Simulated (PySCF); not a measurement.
# Correlation energy of O⁻ (oxygen, charge -1)

[He] 2s2 2p5, 2P determinant. Computed with PySCF 2.14 in aug-cc-pCVQZ-DK (9s8p6d4f2g, 109 functions), with the spin-free X2C one-electron Hamiltonian (Gaussian nucleus). Frozen: 1s2; 7 electrons correlated.

MP2 pair energies summed by pair of shells (mhartree):

```json
{"pair": "2p-2p", "energy": "-142.53", "share (%)": "60.2"}
{"pair": "2s-2p", "energy": "-82.07", "share (%)": "34.6"}
{"pair": "2s-2s", "energy": "-12.33", "share (%)": "5.2"}
```

Total MP2 correlation energy: -236.93 mhartree.

Same-spin part -56.82 and opposite-spin part -180.11 mhartree; SCS-MP2 scales them by 1/3 and 6/5 to -235.07 mhartree.
